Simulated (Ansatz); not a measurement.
Worked example: CH4S + BH(CH3)2(NH3) → H2S + B(CH3)3(NH3)

Species: CH4S (methanethiol) `CS`, singlet; BH(CH3)2(NH3), singlet; H2S (hydrogen sulfide) `S`, singlet; B(CH3)3(NH3), singlet. The partners trade CH3 for H: S–CH3 and B–H bonds give way to S–H and B–CH3.

Shapes, held fixed at every level: PBE0-D4/def2-TZVP. Programs: Ansatz 0.2.0. Electronic energies: no zero-point or thermal term.

At CCSD(T)/CBS estimate; 1 Eh = 2625.50 kJ/mol:

```
      species  energy (Eh)
         CH4S  -438.228352
BH(CH3)2(NH3)  -161.655436
          H2S  -398.972787
 B(CH3)3(NH3)  -200.929164
```

**Question.** Work out ΔE of the reaction at this level.

**Answer.** 
1. Products less reactants: (-398.972787) + (-200.929164) − [(-438.228352) + (-161.655436)] = -0.018163 Eh = -47.7 kJ/mol.

Other levels give -48.4 (CCSD/def2-TZVPP) to -34.9 kJ/mol (HF/def2-TZVPP). No measured value is set beside it here. The CBS estimate extrapolates MP2 from def2-TZVPP and def2-QZVPP and adds CCSD(T) − MP2 in the triple-zeta set, cores frozen.
